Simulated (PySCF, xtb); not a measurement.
C3H7BFNO, SMILES C/C=C/OB(N)F. One conformer was computed; it need not be the lowest.

Harmonic wavenumbers (cm⁻¹) from GFN2-xTB run with xtb 6.7.1 at its own minimum, in rising order: 66, 94, 110, 169, 284, 301, 302, 435, 476, 484, 502, 531, 741, 814, 830, 958, 992, 1043, 1132, 1150, 1239, 1267, 1303, 1383, 1403, 1478, 1486, 1511, 1727, 2996, 3013, 3033, 3046, 3086, 3543, 3591.

What does PBE-D3(BJ)/def2-SVP (PySCF) give at its own minimum? (An estimate is asked for; the answer gives what the named calculation found.)

74, 79, 116, 208, 289, 294, 321, 342, 485, 513, 522, 621, 793, 843, 848, 914, 927, 1009, 1108, 1186, 1236, 1289, 1346, 1382, 1399, 1402, 1415, 1552, 1714, 2950, 3013, 3054, 3083, 3095, 3554, 3665. Paired by order, the mean absolute difference is 31 cm⁻¹ and the zero-point energies are 66.5 and 66.7 kcal/mol.
